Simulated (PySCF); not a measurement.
C2H4F2Si2, SMILES C#C[Si@H](F)[SiH2]F.

Geometry: PBE0-D3(BJ)/def2-SVP. The structure was generated by enumeration; whether it is a known compound was not checked. The values are those of a single conformer.

Vertical ionisation energy (IE) and electron affinity (EA) in eV. Rows of orbital energies are one-electron estimates. Where ΔSCF, EOM or ADC give a negative EA the extra electron is unbound and the value depends on the basis.

```csv
level,IE,EA
"−ε(HOMO), −ε(LUMO), B3LYP/def2-TZVP (PySCF)",7.96,1.53
"−ε(HOMO), −ε(LUMO), PBE/def2-TZVP (PySCF)",6.96,2.24
```
